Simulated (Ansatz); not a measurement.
One change: `[SiH3][O][InH][O][SiH3]` becomes `[F][In]([O][SiH3])[O][SiH3]`.

Ansatz, PBE0-D4/def2-TZVP geometries, multiplicity 1. Each molecule was computed in one conformer, which needn't be the lowest.

Elements past krypton have def2 core potentials.

```json
{"property": "HOMO–LUMO gap (ωB97M-V/def2-TZVPP) / eV", "`[SiH3][O][InH][O][SiH3]`": "10.31"}
{"property": "size of the dipole moment (ωB97M-V/def2-TZVPP) / D", "`[SiH3][O][InH][O][SiH3]`": "2.66"}
{"property": "size of the dipole moment (B3LYP/def2-TZVPP) / D", "`[SiH3][O][InH][O][SiH3]`": "2.54"}
{"property": "HOMO–LUMO gap (PBE/def2-TZVPP) / eV", "`[SiH3][O][InH][O][SiH3]`": "4.33"}
{"property": "HOMO–LUMO gap (B3LYP/def2-TZVPP) / eV", "`[SiH3][O][InH][O][SiH3]`": "6.12"}
{"property": "HOMO energy (PBE/def2-TZVPP) / eV", "`[SiH3][O][InH][O][SiH3]`": "-6.78"}
```

What does the change do to each property? (An estimate is asked.)

The calculation gave: 
```
                                          property  `[F][In]([O][SiH3])[O][SiH3]`  shift
           HOMO–LUMO gap (ωB97M-V/def2-TZVPP) / eV                          10.14  -0.17
size of the dipole moment (ωB97M-V/def2-TZVPP) / D                           1.32  -1.34
  size of the dipole moment (B3LYP/def2-TZVPP) / D                           1.44  -1.10
               HOMO–LUMO gap (PBE/def2-TZVPP) / eV                           3.62  -0.71
             HOMO–LUMO gap (B3LYP/def2-TZVPP) / eV                           5.42  -0.70
                 HOMO energy (PBE/def2-TZVPP) / eV                          -7.35  -0.57
```

With PBE0 the HOMO falls by 0.58 eV and the LUMO falls by 1.25 eV, so the gap narrows by about 0.67 eV. PBE moves the HOMO by -0.57 eV and ωB97M-V by -0.57 eV. Dipoles are sizes alone; their direction can turn.

B3LYP here is the variant with VWN-RPA as its local correlation; programs differ in this.
